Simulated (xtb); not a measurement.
xtb input:

```bash
xtb mol.xyz --gfn 2 --ohess tight --chrg -1 --uhf 0
```
mol.xyz:
```
4

O      0.04187576    -0.03521234    -1.34435514
N     -0.00681596     0.03113847     0.12286861
O      1.07884765     0.27836285     0.59167389
O     -1.01687880    -0.27733018     0.54688021
```

Task: Predict the final energy.

Result: -15.25932 Eh (GFN2-xTB).

It need not be the lowest isomer of its formula. Whether it binds its extra electron was not tested at this geometry.
